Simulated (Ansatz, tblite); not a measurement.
Forces on B₉N₉ (started as a model of: (BN)9 cage of four- and six-membered rings) at its PBE-D4/def2-SVP geometry. The state is a singlet with charge 0.

The xTB rows come from tblite.

GFN2-xTB (tblite), largest force 1.40 eV/Å:

```xyz
18
positions Å, forces eV/Å
B    -1.553    1.174    0.336   -0.325    0.116    0.012
N    -1.529    0.063    1.316    0.923    0.176   -1.035
B    -0.265    0.821    1.625    0.300    0.001    0.358
N    -0.541    2.098    0.880   -0.122   -1.163   -0.541
B    -0.001    1.775   -0.486    0.365    0.238   -0.167
N    -1.227    1.158   -1.108    0.672   -0.735    0.981
B    -1.021   -0.221   -1.515   -0.265    0.327   -0.203
N    -1.687   -1.387   -0.837    1.163    0.432    0.341
B    -1.285   -1.175    0.597   -0.329    0.092    0.317
N     0.022   -1.923    0.612   -0.036    1.219   -0.683
B    -0.264   -1.772   -0.833    0.071   -0.315   -0.133
N     0.325   -0.829   -1.811   -0.288    0.308    1.332
B     1.155   -1.077    0.946   -0.075   -0.453    0.105
N     1.053    0.218    1.708   -0.506   -0.022   -1.302
N     1.356    1.312   -0.716   -0.757   -0.932    0.714
B     1.418   -0.123   -1.166   -0.009   -0.217   -0.418
N     2.228   -0.711   -0.043   -1.042    0.730    0.199
B     1.817    0.598    0.497    0.258    0.197    0.121
```

PBE-D4/def2-SVP (Ansatz), largest force 0.03 eV/Å:

```
B 0.025 0.002 0.004
N 0.013 -0.007 0.000
B -0.021 0.012 -0.003
N 0.015 -0.009 -0.002
B -0.023 0.007 0.007
N 0.014 -0.007 -0.002
B 0.002 -0.024 -0.005
N 0.000 0.016 0.007
B 0.003 -0.020 -0.014
N 0.000 0.013 0.007
B -0.014 0.018 0.007
N 0.000 0.014 0.005
B 0.019 0.014 0.003
N -0.013 -0.007 -0.004
N -0.012 -0.006 -0.005
B 0.018 0.010 0.012
N -0.015 -0.007 -0.005
B -0.010 -0.020 -0.010
```

PBE0-D4/def2-SVP (Ansatz), largest force 0.69 eV/Å:

```
B 0.400 -0.055 0.025
N 0.305 0.165 -0.299
B -0.012 -0.050 -0.321
N -0.119 -0.611 -0.291
B -0.073 -0.270 0.166
N 0.221 -0.141 0.376
B 0.142 -0.071 0.284
N 0.642 0.183 0.163
B 0.204 0.149 -0.205
N -0.110 0.357 -0.265
B -0.164 0.342 0.134
N -0.194 0.052 0.411
B -0.103 0.229 -0.207
N -0.067 -0.061 -0.448
N -0.151 -0.366 0.228
B -0.163 0.009 0.280
N -0.522 0.428 0.128
B -0.234 -0.288 -0.159
```
